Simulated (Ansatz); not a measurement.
A CCSD(T) single point on C₂H₉NOSi₂ (`C=C[SiH2]N[SiH2]O`).

```yaml
crystal:
  periodic: [false, false, false]
  atoms:
    - {symbol: C, position_ang: [-0.740746, -1.856783, -0.734879]}
    - {symbol: C, position_ang: [-1.263369, -0.711970, -1.168714]}
    - {symbol: Si, position_ang: [-0.351102, 0.915770, -1.113228]}
    - {symbol: N, position_ang: [1.079546, 0.798011, -0.154310]}
    - {symbol: Si, position_ang: [1.138406, 0.778698, 1.567693]}
    - {symbol: O, position_ang: [-0.250779, 0.119731, 2.145652]}
    - {symbol: H, position_ang: [0.267038, -1.899137, -0.326890]}
    - {symbol: H, position_ang: [-1.279775, -2.798943, -0.780172]}
    - {symbol: H, position_ang: [-2.271467, -0.734592, -1.582610]}
    - {symbol: H, position_ang: [-1.262572, 1.942519, -0.543410]}
    - {symbol: H, position_ang: [0.028585, 1.317173, -2.494992]}
    - {symbol: H, position_ang: [1.947629, 0.644416, -0.644693]}
    - {symbol: H, position_ang: [2.364666, 0.022249, 1.946270]}
    - {symbol: H, position_ang: [1.177537, 2.124166, 2.187968]}
    - {symbol: H, position_ang: [-0.583588, -0.661319, 1.696304]}
basis:
  gaussian: {orbitals: def2-TZVPP}
correlation: {method: ccsd_t}
```

```sh
$ ansatz run in.yaml --threads 2 --pin off --events-out ev --progress --plain --max-ram 32768MiB --backend cuda --devices 0, --max-vram 18GiB
```

Log, shortened:

```
Functional definition: HF
1950 factors; integrals over basis functions are off by at most 1.3e-3 eV
mean field evaluation 1: about -21445.8930 eV, gradient 5.3e1 eV
mean field evaluation 2: about -21446.2375 eV, gradient 5.3e1 eV
mean field evaluation 4: about -21452.2780 eV, gradient 4.8e0 eV
mean field evaluation 8: about -21452.3643 eV, gradient 2.3e-1 eV
mean field -21452.36448804 eV, -788.3598540007 hartree, gradient 2.7e-6 eV, S^2 0.000000; 0 other end points of the search recorded, 0 dependent functions left out
14 core orbitals not correlated: weight in the atoms' cores, before any rotation towards them, 1.000 or more for the frozen orbitals, at most 0.000 for the correlated occupied ones
reference -21452.36448804 eV, -788.3598540007 hartree; 18, 18 occupied and 302, 302 virtual orbitals, 1950 factors
second order -27.81232859 eV of doubles, -0.00000000 eV of singles
cycle   1  -28.47692318 eV  change   -6.6e-1 eV  update   1.1e-1
cycle   2  -29.20281389 eV  change   -7.3e-1 eV  update   3.4e-2
cycle   3  -29.34518527 eV  change   -1.4e-1 eV  update   1.6e-2
cycle   4  -29.33202198 eV  change    1.3e-2 eV  update   4.0e-3
cycle   5  -29.33213471 eV  change   -1.1e-4 eV  update   1.8e-3
cycle   6  -29.33295259 eV  change   -8.2e-4 eV  update   4.5e-4
cycle   7  -29.33276351 eV  change    1.9e-4 eV  update   1.8e-4
cycle   8  -29.33272270 eV  change    4.1e-5 eV  update   5.7e-5
cycle   9  -29.33274476 eV  change   -2.2e-5 eV  update   2.3e-5
perturbative correction -1.16964923 eV, -0.0429838165 hartree
Total energy: -21482.86688203 eV, -789.4807963044 hartree
```

Hardware: 2 threads of an AMD EPYC 7R13 on a shared host and a share of an NVIDIA H100 80 GB. Wall time 9 s, peak host memory 0.85 GiB.

Correlation energy per correlated electron: -0.847 eV. T1 diagnostic: 0.0114.
